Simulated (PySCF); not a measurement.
C4H9NSi, SMILES CN=C1C[SiH2]C1.

Geometry optimised at ωB97X-D3(BJ)/def2-SVP. This is a generated structure with no PubChem entry under its InChIKey; it may be hypothetical.

The numbers are results of TDA-PBE/def2-SVPD in PySCF, not measurements.

Vertical excitations. Gas-phase values at a fixed geometry.

```
state  energy (eV)  λ (nm)      f                                              main pairs
-----  -----------  ------  -----  ------------------------------------------------------
S1            4.57     271  0.003                                          HOMO→LUMO 99 %
S2            5.10     243  0.037                                        HOMO→LUMO+1 97 %
S3            5.49     226  0.004                                        HOMO→LUMO+2 97 %
S4            5.94     209  0.013                                        HOMO→LUMO+3 98 %
S5            6.12     203  0.010                                        HOMO−2→LUMO 86 %
S6            6.18     201  0.004                                      HOMO−1→LUMO+1 91 %
S7            6.25     198  0.013                                        HOMO→LUMO+4 91 %
S8            6.42     193  0.150  HOMO−1→LUMO 46 %, HOMO−1→LUMO+2 17 %, HOMO−3→LUMO 15 %
S9            6.57     189  0.021                                        HOMO→LUMO+5 93 %
S10           6.62     187  0.017                    HOMO−1→LUMO+2 70 %, HOMO−3→LUMO 21 %
T1            3.94     315      0                                          HOMO→LUMO 99 %
T2            4.65     266      0                                        HOMO−1→LUMO 95 %
T3            4.94     251      0                                        HOMO→LUMO+1 99 %
T4            5.40     230      0                                       HOMO→LUMO+2 100 %
```
Triplets are in the Tamm–Dancoff approximation.
